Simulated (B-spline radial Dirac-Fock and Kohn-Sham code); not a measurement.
# Magnetic form factor of the 4d shell of Sm¹⁷⁺

System: Sm¹⁷⁺ in the configuration 1s2 2s2 2p6 3s2 3p6 3d10 4s2 4p6 4d9.

Level of theory: relativistic Hartree-Fock (Dirac-Fock) wave functions, averaged over the configuration; a radial finite-basis atomic code. ⟨j_K⟩ is the integral of the 4d radial density with the spherical Bessel function j_K(4πsr), s = sin θ/λ.

```csv
s (Å⁻¹),⟨j0⟩,⟨j2⟩,⟨j4⟩
0,1.0000,0.0000,0.0000
0.05,0.9921,0.0032,0.0000
0.1,0.9686,0.0125,0.0001
0.15,0.9305,0.0274,0.0003
0.2,0.8796,0.0470,0.0009
0.25,0.8177,0.0701,0.0020
0.3,0.7474,0.0954,0.0040
0.35,0.6712,0.1216,0.0070
0.4,0.5918,0.1472,0.0113
0.45,0.5117,0.1711,0.0167
0.5,0.4333,0.1921,0.0235
0.6,0.2890,0.2224,0.0405
0.7,0.1704,0.2347,0.0605
0.8,0.0825,0.2292,0.0812
0.9,0.0246,0.2091,0.0998
1,-0.0072,0.1793,0.1142
1.1,-0.0191,0.1448,0.1230
1.2,-0.0175,0.1098,0.1258
1.4,0.0053,0.0504,0.1154
1.6,0.0305,0.0131,0.0912
```

Radial moments of the shell: ⟨r²⟩ = 0.4326, ⟨r⁴⟩ = 0.2826, ⟨r⁶⟩ = 0.2554 in powers of bohr.

Values without a named source are computed, but for edge energies of neutral atoms, which are taken from tables.
